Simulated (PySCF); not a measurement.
C2H3BBrCl.

```xyz
8

B     -0.1663     0.5994     0.0000
Cl     0.9836     1.9210     0.0000
Br     0.5153    -1.1922     0.0000
C     -1.6807     0.8949     0.0000
C     -2.6307    -0.0535     0.0000
H     -1.9911     1.9466     0.0000
H     -3.6975     0.1926     0.0000
H     -2.3687    -1.1170     0.0000
```

The structure is a stationary point at PBE0-D3(BJ)/def2-SVP. The structure was generated by enumeration, and PubChem lists no compound with its InChIKey, so it may never have been made. Other conformers were not sampled.

All values below come from PBE/pcSseg-1 (PySCF). Non-relativistic, no solvent.

Computed absolute GIAO shielding of each atom: isotropic value and principal components (ppm):
```csv
atom,σ(iso),σ11,σ22,σ33,span
B1,35.4,11.4,21.3,73.5,62.1
Cl2,597.3,323.2,625.2,843.4,520.2
Br3,2124.8,1449.1,2362.8,2562.4,1113.2
C4,34.3,-74.5,24.5,152.9,227.4
C5,25.6,-88.4,8.4,156.7,245.2
H6,24.5,21.9,23.3,28.4,6.6
H7,24.5,22.4,24.1,26.9,4.4
H8,24.2,20.5,22.5,29.7,9.2
```
